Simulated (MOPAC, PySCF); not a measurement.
H3InS3, SMILES `[In]([SH])([SH])[SH]`, neutral singlet in the gas phase. 

Z-matrix (Å, degrees):
```
In
S 1 2.3963
H 2 1.3550 1 92.33
S 1 2.3998 2 118.24 3 -179.86
H 4 1.3546 1 92.62 2 -179.64
S 1 2.4041 2 119.45 3 -0.05
H 6 1.3545 1 92.90 2 -179.96
```
Charge 0, spin multiplicity 1.

All levels are single points at this geometry (PBE-D3(BJ)/def2-TZVP); Pople sets use spherical d functions. Orbital energies aren't observables, and empty levels follow the basis.

BP86/6-31G* (LANL2DZ on In) in PySCF gives HOMO (eV) = -6.50.

**Question.** Estimate the HOMO (eV) from each of these levels: PBE-D3(BJ)/def2-TZVP in PySCF; B3LYP/6-311+G** (LANL2DZ on In) in PySCF; B3LYP/6-31G* (LANL2DZ on In) in PySCF; B3LYP/LANL2DZ in PySCF; M06-2X/6-31G* (LANL2DZ on In) in PySCF; PBE/6-31G* (LANL2DZ on In) in PySCF; SVWN5/6-31G* (LANL2DZ on In) in PySCF; HF/6-31G* (LANL2DZ on In) in PySCF; AM1 in MOPAC; PM3 in MOPAC; PM6 in MOPAC; PM7 in MOPAC.

**Answer.** 
| level | HOMO (eV) |
|---|---|
| PBE-D3(BJ)/def2-TZVP in PySCF | -6.38 |
| B3LYP/6-311+G** (LANL2DZ on In) in PySCF | -7.41 |
| B3LYP/6-31G* (LANL2DZ on In) in PySCF | -7.34 |
| B3LYP/LANL2DZ in PySCF | -7.49 |
| M06-2X/6-31G* (LANL2DZ on In) in PySCF | -8.77 |
| PBE/6-31G* (LANL2DZ on In) in PySCF | -6.40 |
| SVWN5/6-31G* (LANL2DZ on In) in PySCF | -6.48 |
| HF/6-31G* (LANL2DZ on In) in PySCF | -10.49 |
| AM1 in MOPAC | -9.55 |
| PM3 in MOPAC | -10.05 |
| PM6 in MOPAC | -9.74 |
| PM7 in MOPAC | -9.44 |
